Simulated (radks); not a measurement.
Values are calculated unless marked as measured or tabulated.
Coulomb parameter of the 3d shell of neutral iron in the model configuration [Ar] 3d4 4s2 4p2, as a second difference U = [E(n + 0.25) + E(n - 0.25) - 2 E(n)] / (0.25)^2 with all orbitals relaxed. "Bare": the charge of the atom changes with n. "Screened": the 4p shell takes up the change at fixed total charge, which measures U(3d,3d) + U(4p,4p) - 2 U(3d,4p). Code: a radial shooting solver on a logarithmic mesh with Libxc functionals. Model: scalar-relativistic Kohn-Sham, r2SCAN, spin-unpolarised, spherical densities, finite nucleus; meta-GGA in the generalised Kohn-Sham scheme; Fermi nuclear charge, rms radius 3.7377 fm.

case                     configuration  E - E(n) (eV)
start                 [Ar] 3d4 4s2 4p2          0.000
bare +0.25         [Ar] 3d4.25 4s2 4p2         -4.938
bare -0.25         [Ar] 3d3.75 4s2 4p2          5.856
screened +0.25  [Ar] 3d4.25 4s2 4p1.75         -4.227
screened -0.25  [Ar] 3d3.75 4s2 4p2.25          4.628

U(bare) = 14.689 eV, U(screened by 4p) = 6.422 eV, against the Slater integral F0(3d,3d) = 26.072 eV with frozen orbitals. The step up makes a negative ion, whose loosely bound charge lowers the bare value.
